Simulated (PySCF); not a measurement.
Sn²⁺: ionisation energy

Sn²⁺ [Kr] 4d10 5s2 (1S) → Sn³⁺ [Kr] 4d10 5s1 (2S), as a difference of total energies. Computed with PySCF 2.14 in aug-cc-pVTZ-PP with ECP28MDF, with a scalar-relativistic core potential. Correlated levels: valence: 4s2 4p6 4d10 frozen. The calculations carry no spin-orbit coupling.

| method | ionisation energy (eV) | error (eV) |
| --- | --- | --- |
| UHF | 28.537 | -1.969 |
| MP2 (valence) | 29.209 | -1.297 |
| SCS-MP2 (valence) | 29.344 | -1.162 |
| CCSD (valence) | 29.466 | -1.040 |

Reference: 30.506 eV (measured; NIST Atomic Spectra Database, ionization energies).

Errors of the correlated levels include the incompleteness of this basis and the frozen core.

With two correlated electrons CCSD is exact in that space.
